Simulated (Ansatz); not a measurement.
C2H8FGaSi, SMILES `C[Si](C)(F)[GaH2]` at its PBE0-D4/def2-TZVP geometry, where that method's forces vanish. Total charge 0; spin multiplicity 1.

```json
{"atom": "C1", "x (Å)": "0.1193", "y (Å)": "1.3458", "z (Å)": "-1.1616"}
{"atom": "Si2", "x (Å)": "0.2454", "y (Å)": "-0.3081", "z (Å)": "-0.3017"}
{"atom": "C3", "x (Å)": "-1.4611", "y (Å)": "-1.0189", "z (Å)": "-0.0306"}
{"atom": "F4", "x (Å)": "1.0138", "y (Å)": "-1.3072", "z (Å)": "-1.3159"}
{"atom": "Ga5", "x (Å)": "1.4903", "y (Å)": "-0.1479", "z (Å)": "1.7741"}
{"atom": "H6", "x (Å)": "-0.4435", "y (Å)": "1.2468", "z (Å)": "-2.0945"}
{"atom": "H7", "x (Å)": "1.1037", "y (Å)": "1.7533", "z (Å)": "-1.4024"}
{"atom": "H8", "x (Å)": "-0.4000", "y (Å)": "2.0690", "z (Å)": "-0.5265"}
{"atom": "H9", "x (Å)": "-1.9999", "y (Å)": "-1.0846", "z (Å)": "-0.9805"}
{"atom": "H10", "x (Å)": "-1.4182", "y (Å)": "-2.0204", "z (Å)": "0.4034"}
{"atom": "H11", "x (Å)": "-2.0392", "y (Å)": "-0.3820", "z (Å)": "0.6448"}
{"atom": "H12", "x (Å)": "0.9581", "y (Å)": "0.7777", "z (Å)": "2.9379"}
{"atom": "H13", "x (Å)": "2.8313", "y (Å)": "-0.9237", "z (Å)": "2.0534"}
```

Question: For each bond, give half the difference of the two atoms' forces along it (eV/Å; positive pushes the atoms apart) under PBE-D4, r2SCAN-D4, B3LYP-D4, ωB97M-V in def2-TZVPP. (Best estimate.)

Answer: The calculation gave: 
| bond | length (Å) | PBE-D4 | r2SCAN-D4 | B3LYP-D4 | ωB97M-V |
| --- | --- | --- | --- | --- | --- |
| C1–Si2 | 1.868 | -0.03 | 0.01 | 0.05 | 0.00 |
| C1–H6 | 1.094 | 0.12 | 0.00 | -0.04 | -0.05 |
| C1–H7 | 1.092 | 0.10 | -0.01 | -0.05 | -0.04 |
| C1–H8 | 1.094 | 0.09 | -0.02 | -0.05 | -0.03 |
| Si2–C3 | 1.868 | -0.03 | 0.01 | 0.05 | -0.01 |
| Si2–F4 | 1.618 | 0.51 | 0.04 | 0.16 | 0.16 |
| Si2–Ga5 | 2.426 | -0.16 | -0.03 | 0.00 | -0.06 |
| C3–H9 | 1.094 | 0.12 | 0.01 | -0.04 | -0.05 |
| C3–H10 | 1.092 | 0.10 | -0.01 | -0.05 | -0.04 |
| C3–H11 | 1.094 | 0.09 | -0.02 | -0.05 | -0.03 |
| Ga5–H12 | 1.579 | 0.06 | -0.06 | -0.01 | -0.06 |
| Ga5–H13 | 1.574 | 0.07 | -0.06 | -0.02 | -0.08 |

B3LYP here is the variant with VWN-RPA as its local correlation; programs differ in this.

Program: Ansatz 0.2.0.
